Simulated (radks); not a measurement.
These are the eigenvalues of the occupied orbitals of an atom or ion with whole-number occupations (Ry). All-electron calculation, scalar-relativistic Kohn-Sham, PBEsol, spin-polarised, spherical densities, point nucleus. Program: a radial shooting solver on a logarithmic mesh with Libxc functionals.

orbital  eigenvalue
1s        -4692.506
2s        -1053.119
2p        -970.2035
3s        -431.3874

Which element is it, and in what charge state? The configuration may be excited. Open shells, if any, are filled with parallel spins first.

Answer. Z = 69, thulium, charge +57: Tm57+ in [Ne] 3s2. The list shows which subshells hold electrons but not how many an open one holds; the 1s level, -2346.3 hartree, gives Z - s = 68.5 by -(Z - s)^2/2, which with screening and relativity narrows Z to a few neighbours, and the depths of the outer levels then fix element, charge and occupations together.
